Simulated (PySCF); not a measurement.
Compound: C6H5FNO (doublet state).
Cartesian coordinates in Å at the GFN2-xTB level; atoms count from 1:
```xyz
14
C6H5FNO angstrom
F      0.4955    2.1821    0.4994
C      1.1058    1.0491    0.2000
O      2.4327    1.0954    0.0727
N      2.8630   -0.1499   -0.2370
C      1.8183   -0.9240   -0.2944
C      0.6185   -0.2118   -0.0225
C     -0.7605   -0.7096    0.0157
C     -1.7284   -0.1320    0.9617
C     -1.9275    0.1687   -0.4473
H      1.9301   -1.9636   -0.5263
H     -0.8346   -1.7638   -0.2251
H     -1.5659    0.5251    1.7896
H     -1.7418    1.1747   -0.8098
H     -2.7058   -0.3409   -0.9989
```

The hyperfine couplings belong to this conformer and change with its torsions.

Identity: `Fc1oncc1[C@H]1[CH]C1` [radical].

Theory: UKS B3LYP, pcH-1 on C F H N O, non-relativistic, mean-field spin-orbit, GIAO in PySCF. One conformer (not necessarily the lowest) at the GFN2-xTB geometry, without solvent, vibrations or thermal averaging. The geometry wasn't refined by DFT: couplings that depend on bond lengths, twists or pyramidal angles can differ widely from those at the functional's own minimum. The SCF solution wasn't tested for stability.

Task: What is the g tensor, term by term?

Result: 
```json
{"Δg (ppm)": "relativistic mass correction", "1": "-147", "2": "-147", "3": "-147"}
{"Δg (ppm)": "gauge correction", "1": "18", "2": "5", "3": "2"}
{"Δg (ppm)": "orbital Zeeman/spin–orbit", "1": "-26", "2": "492", "3": "932"}
{"Δg (ppm)": "total", "1": "-155", "2": "350", "3": "787"}
```

So g = 2.00216, 2.00267, 2.00311 and g_iso = 2.00265; the tensor is rhombic: the two nearest values differ by 46 % of g3 − g1. Axes: g3 points within 9° of the C8–H12 bond.

Task: What effective moment and Curie constant follow for a powder?

Result: With the mean of g² = 4.0106 and S(S+1) = 0.75: μ_eff = √(⟨g²⟩S(S+1)) = 1.734 μB and χT = 0.12505·⟨g²⟩·S(S+1) = 0.376 cm³ K/mol (cgs; spin-Hamiltonian part alone).

Task: At 93.592 GHz, how far is the centre of the isotropic spectrum from where a free electron (g = 2.002319) resonates?

Result: B = hν/(g μB) with μB/h = 13.99624 MHz/mT gives 3339.60 mT for the free electron and 3339.05 mT at g_iso, 0.55 mT lower.

Task: Average each term over the three axes. Which is largest in size?

Result: The orbital-Zeeman/spin–orbit term 466, the mass correction -147 and the gauge correction 8 ppm, for a total of 327 ppm. The orbital-Zeeman/spin–orbit term is the largest in size. The mass correction is the same along every axis, so the anisotropy comes from the other two: their spans along these axes are 16 (gauge) and 958 ppm (orbital Zeeman/spin–orbit).

Task: In a frozen sample, at which fields do the three g values resonate at 9.5, 34, 94 and 263 GHz (hyperfine left aside), and which band first spreads them over more than twice a line width of 0.3 mT?

Result: 
| band | GHz | B(g3) mT | B(g2) mT | B(g1) mT | spread mT |
| --- | --- | --- | --- | --- | --- |
| X | 9.5 | 338.85 | 338.92 | 339.01 | 0.16 |
| Q | 34.0 | 1212.73 | 1212.99 | 1213.30 | 0.57 |
| W | 94.0 | 3352.84 | 3353.57 | 3354.41 | 1.58 |
| J | 263.0 | 9380.81 | 9382.85 | 9385.22 | 4.41 |

The spread grows in proportion to the frequency. W band is the first where it exceeds 0.6 mT.

The largest Mulliken spin population is on C8 (+0.95). The angles at C8 add up to 322.9°, so it is pyramidal.

The HOMO–LUMO gaps are 5.48 eV among the α and 4.69 eV among the β orbitals.
